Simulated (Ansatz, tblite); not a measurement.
Cost and result up the ladder for Au2S2⁻ (the lowest doublet isomer of a short search) (4 atoms). Total charge -1; doublet. Geometry: PBE-D4/def2-SVPD.

Cartesian coordinates in Å:
```
Au 1.857 1.346 1.453
Au -0.615 -0.400 -0.495
S -2.182 -0.214 -2.102
S 0.940 -0.732 1.144
```

Ansatz on 4 threads of Arm Neoverse V1 on a shared host; xTB runs through tblite on one thread. Times are rough, summed over both states, and most runs start from the orbitals of an earlier one. ωB97X-V/def2-TZVPD serves as the yardstick here, not as an exact answer. Differences are given only for rows in sets of like size (and for xTB, whose basis is part of the method), since another set adds its own error. The other state is a quartet at its own geometry, which has other bonds, so the gap mixes isomer and spin.

In the def2 sets Au takes a core potential; there is no spin–orbit coupling. The xTB rows come from tblite. HSE06 is defined as in plane-wave codes, on full-range PBE exchange. Correlated methods freeze 10 core orbitals; core or outer-core shells of Au are correlated, in sets that lack core-valence functions. The rows differ in basis, and correlated rows in double-zeta sets carry the largest basis error. In CCSD on the charge -1 quartet the largest single amplitude is 0.17, so its Hartree–Fock determinant may place the open shell otherwise than the density functionals do. The structure comes from a short search, and lower isomers may exist.

Second-order perturbation terms are unreliable where d shells bring near-degenerate states, and here MP2/def2-TZVPD lies more than 0.4 eV from the median of the functionals without such a term.

Correlated methods converge slowly with the basis, most of all in double-zeta sets.

xTB has no spin-polarisation term.

```
                           level  functions  wall time  quartet − doublet (eV)  difference from ωB97X-V/def2-TZVPD (eV)
                        GFN1-xTB         36     0.01 s                    1.45                                     0.35
                        GFN2-xTB         36    0.012 s                    2.27                                     1.16
          LDA (SPW92)/def2-TZVPD        178      4.3 s                    0.88                                    -0.22
               PBE-D4/def2-TZVPD        178      8.9 s                    0.84                                    -0.26
                  MP2/def2-TZVPD        178       11 s                    1.41                                     0.31
              RPA@PBE/def2-TZVPD        178       17 s                    0.85                                    -0.25
                   HF/def2-TZVPD        178       19 s                    0.48                                    -0.62
            r2SCAN-D4/def2-TZVPD        178       24 s                    0.75                                    -0.36
             HSE06-D4/def2-TZVPD        178       28 s                    0.97                                    -0.13
PBE0-D4/def2-TZVPD (with forces)        178       30 s                    0.97                                    -0.13
             BHLYP-D4/def2-TZVPD        178       34 s                    1.00                                    -0.10
              ωB97X-V/def2-TZVPD        178       87 s                    1.10                                     0.00
               CCSD(T)/def2-SVPD        124    4.5 min                    0.96                                        –
```
